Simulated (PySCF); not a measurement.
Cartesian coordinates (Å):
```xyz
15

Nb    -0.1375    -0.0986     0.0490
Cl     0.6934    -2.2240    -0.2130
Cl    -2.3100     0.1434    -0.8026
C     -1.0470     0.3398     1.9689
H     -1.9844    -0.2505     2.0474
H     -1.2984     1.4204     2.0364
H     -0.3701     0.0731     2.8060
C      1.5267     0.8907     1.0451
H      2.4144     0.7963     0.3808
H      1.7338     0.3284     1.9827
H      1.3847     1.9610     1.2976
C      0.4166     1.3432    -1.4743
H     -0.0837     1.0516    -2.4220
H      1.5148     1.3668    -1.6276
H      0.0695     2.3587    -1.1848
```
Charge 0, spin multiplicity 1.

**Question.** What is the computed HOMO–LUMO gap, HOMO, LUMO, total energy and dipole moment (PBE-D3(BJ)/def2-TZVP // BP86-D3(BJ)/def2-SVP in PySCF 2.14.0)?

**Answer.** 
```json
{
 "HOMO–LUMO gap": "2.82 eV",
 "HOMO": "-6.68 eV",
 "LUMO": "-3.86 eV",
 "total_energy": "-1096.7834 Ha",
 "dipole_moment": "1.53 D"
}
```
